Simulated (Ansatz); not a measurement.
Cost and result for the atomization energy of CH₆AlISi (10 atoms, 10 bonds).

```xyz
10

Al   -1.136    1.394    0.431
C    -0.511   -0.420   -0.009
Si    1.290   -0.898    0.002
I    -1.090    0.095   -2.068
H    -0.063    2.556    0.407
H    -2.639    1.568    0.896
H    -1.186   -1.235    0.255
H     1.573   -2.073   -0.865
H     1.654   -1.238    1.407
H     2.107    0.252   -0.457
```

Total charge 0; spin multiplicity 1. Correlated methods include outer-core shells of I, which these sets cover unevenly. I: def2 effective core potential. The bonds changed during the relaxation, so this is another structure than the one it started from. The structure was optimised at the PBE0-D4/def2-TZVP level. Program: Ansatz. All runs use 4 threads of a server CPU on a shared host. Times are those of one run each, without the atoms' runs, and a repeat can differ threefold. Electronic energies, without spin–orbit coupling; frozen cores. CCSD(T)/CBS adds CCSD(T) − MP2 in def2-TZVPP to the MP2 limit, and its time is that of the two runs behind it. T1 = 0.011. With those shells the extrapolation isn't a true limit. HSE06 is the plane-wave form, built on full-range PBE exchange.

CCSD(T)/CBS is a level of theory with its own doubt, some kJ/mol a heavy atom from the limit and from the frozen cores, so smaller differences don't rank the functionals.

```csv
level,functions,wall time
LDA (SPW92)/def2-TZVPP,249,1.4 s
BLYP-D4/def2-TZVPP,249,2.3 s
PBE-D4/def2-TZVPP (with forces),249,2.8 s
HSE06-D4/def2-TZVPP,249,4 s
CAM-B3LYP-D4/def2-TZVPP,249,4.4 s
r2SCAN-D4/def2-TZVPP (with forces),249,5.5 s
CCSD(T)/def2-SVP,106,5.5 s
B97M-V/def2-TZVPP,249,10 s
ωB97X-V/def2-TZVPP,249,10 s
ωB97M-V/def2-TZVPP (with forces),249,15 s
MP2/def2-QZVPP,459,22 s
CCSD(T)/def2-TZVPP,249,3 min
CCSD(T)/CBS(def2),–,3.3 min
```

(1) What atomization energy does each give, and how far from CCSD(T)/CBS? (Best estimate.)

## Answers

(1) Computed: 
| level | atomization (kcal/mol) | difference from CCSD(T)/CBS | per bond |
| --- | --- | --- | --- |
| LDA (SPW92)/def2-TZVPP | 770.3 | 73.5 | 7.4 |
| BLYP-D4/def2-TZVPP | 681.3 | -15.5 | -1.6 |
| PBE-D4/def2-TZVPP (with forces) | 689.7 | -7.1 | -0.7 |
| HSE06-D4/def2-TZVPP | 686.4 | -10.4 | -1.0 |
| CAM-B3LYP-D4/def2-TZVPP | 689.2 | -7.6 | -0.8 |
| r2SCAN-D4/def2-TZVPP (with forces) | 693.1 | -3.7 | -0.4 |
| CCSD(T)/def2-SVP | 648.2 | -48.6 | -4.9 |
| B97M-V/def2-TZVPP | 698.1 | 1.3 | 0.1 |
| ωB97X-V/def2-TZVPP | 694.7 | -2.1 | -0.2 |
| ωB97M-V/def2-TZVPP (with forces) | 691.0 | -5.8 | -0.6 |
| MP2/def2-QZVPP | 691.3 | -5.5 | -0.5 |
| CCSD(T)/def2-TZVPP | 676.6 | -20.2 | -2.0 |
| CCSD(T)/CBS(def2) | 696.8 | 0.0 | 0.0 |

From r2SCAN to r2SCAN0 (25 % exact exchange), in def2-TZVPP and without D4, the atomization energy moves by −6.4 kcal/mol: exact exchange takes away binding that semilocal exchange gives to molecules. At CCSD(T), def2-SVP lies −48.6 kcal/mol from the extrapolated value and def2-TZVPP −20.2 kcal/mol: correlation converges slowly with the basis, and small sets miss more of it in the bonded molecule than in its fragments. The D4 term adds +10.8 kcal/mol with B3LYP and +5.7 kcal/mol with PBE0; it sums over pairs of atoms, weighted by their polarisabilities, and B3LYP, whose exchange is more repulsive, gets the larger term.

B3LYP here is the variant with VWN-RPA as its local correlation; programs differ in this.

Spin–orbit coupling would lower the free I atoms strongly, and the atomization energy with them, by more than many differences here.
